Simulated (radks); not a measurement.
Values are calculated unless marked as measured or tabulated.
Neutral chromium inside a hard spherical wall (all orbitals vanish at R), configuration held at [Ar] 3d5 4s1 and not refilled when levels cross. Code: a radial shooting solver on a logarithmic mesh with Libxc functionals. Model: scalar-relativistic Kohn-Sham, r2SCAN, spin-polarised, spherical densities, finite nucleus; open shells are filled with parallel spins first; meta-GGA in the generalised Kohn-Sham scheme; Fermi nuclear charge, rms radius 3.6452 fm. Eigenvalues in eV for spin up, with the zero of energy where the potential of the charges vanishes at infinity; a dash marks a level that is unbound or too diffuse for the functional's potential to be trusted. A positive occupied level is held by the wall or, in an anion where self-interaction has pushed it up, behind a barrier. The pressure on the wall is -dE/dV.

R (bohr) = free: E (hartree) -1050.95919; kinetic (hartree) 1061.643; e(3s) -77.754; e(3p) -48.045; e(4s) -4.719; e(3d) -3.871; e(4p, empty) -1.060; e(5s, empty) -; pressure (GPa) 0
R (bohr) = 12: E (hartree) -1050.95916; kinetic (hartree) 1061.643; e(3s) -77.750; e(3p) -48.040; e(4s) -4.716; e(3d) -3.867; e(4p, empty) -1.025; e(5s, empty) 1.506; pressure (GPa) 0.000634
R (bohr) = 6: E (hartree) -1050.92975; kinetic (hartree) 1061.809; e(3s) -76.664; e(3p) -46.965; e(4s) -3.621; e(3d) -2.881; e(4p, empty) 1.189; e(5s, empty) 13.626; pressure (GPa) 2.15
R (bohr) = 4: E (hartree) -1050.65771; kinetic (hartree) 1062.842; e(3s) -72.209; e(3p) -42.633; e(4s) 3.030; e(3d) 1.276; e(4p, empty) 10.655; e(5s, empty) 47.053; pressure (GPa) 55.6
R (bohr) = 2.5: E (hartree) -1048.32373; kinetic (hartree) 1070.596; e(3s) -56.768; e(3p) -27.405; e(4s) 44.757; e(3d) 18.592; e(4p, empty) 59.592; e(5s, empty) 180.70; pressure (GPa) 1740
R (bohr) = 2: E (hartree) -1043.97138; kinetic (hartree) 1084.819; e(3s) -39.710; e(3p) -9.441; e(4s) 105.37; e(3d) 39.764; e(4p, empty) 123.75; e(5s, empty) 333.11; pressure (GPa) 8850
R (bohr) = 1.5: E (hartree) -1027.63144; kinetic (hartree) 1132.354; e(3s) 8.705; e(3p) 42.289; e(4s) 280.96; e(3d) 95.782; e(4p, empty) 298.19; e(5s, empty) 716.40; pressure (GPa) 65300
